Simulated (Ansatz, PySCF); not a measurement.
Donor–acceptor adduct: AlH3 (SMILES [AlH3]) (first 4 atoms) with H2O (SMILES O); geometry from B3LYP-D3(BJ)/def2-TZVP, rigid monomers moved along the line of their centres of mass till Al1···O5 is 2.86 Å.
(charge 0, multiplicity 1):
```xyz
7

Al    -0.0213     0.2183     0.3257
H      0.6033    -0.9348    -0.5657
H     -1.6083     0.3857     0.3374
H      0.8687     1.5100     0.6192
O      0.1568    -0.8384     2.9794
H     -0.7082    -0.9400     3.3970
H      0.7049    -0.2937     3.5590
```

Monomers are frozen at their geometry in the pair; levels with a basis set take the counterpoise correction.

Correlated levels freeze the cores. CBS(a, b) extrapolates the correlation energy as X⁻³ and adds the Hartree–Fock energy of set b.

Run with Ansatz (a quantum-chemistry and plane-wave program) with Gaussian orbitals; PySCF for the dispersion terms. 

PBE/def2-TZVPPD gives -452.7 meV for the interaction energy.

Where do these levels fall relative to PBE: PBE-D3(BJ)/def2-TZVPPD, r2SCAN/def2-TZVPPD, B3LYP/def2-TZVPPD, wB97M-V/def2-TZVPPD, MP2/CBS(aug-cc-pV(D+d)Z, aug-cc-pV(T+d)Z), CCSD(T)/CBS(aug-cc-pV(D+d)Z, aug-cc-pV(T+d)Z).

PBE-D3(BJ)/def2-TZVPPD -27.5; r2SCAN/def2-TZVPPD -38.1; B3LYP/def2-TZVPPD 32.9; wB97M-V/def2-TZVPPD -33.6; MP2/CBS(aug-cc-pV(D+d)Z, aug-cc-pV(T+d)Z) -21.4; CCSD(T)/CBS(aug-cc-pV(D+d)Z, aug-cc-pV(T+d)Z) -18.0 meV. 1 of 6 lie above PBE; the widest gap is to r2SCAN/def2-TZVPPD.
